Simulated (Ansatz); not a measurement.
Harmonic frequencies (cm⁻¹) at PBE0-D4/def2-TZVP from Ansatz: 84, 93, 109, 119, 160, 196, 201, 350, 419, 507, 512, 620, 686, 798, 804, 863, 932, 934, 1261, 1444, 1445, 2230, 2245, 2259, 3067, 3165, 3169.

Task: Which molecule is it?
A. `[CH3][Ge]([F])([SiH3])[Cl]`
B. `[CH3][GeH]([F])[SiH3]`
C. `[OH][Ge]([OH])([SiH3])[Cl]`
D. `[SiH3][GeH2][SiH3]`

Result: A.
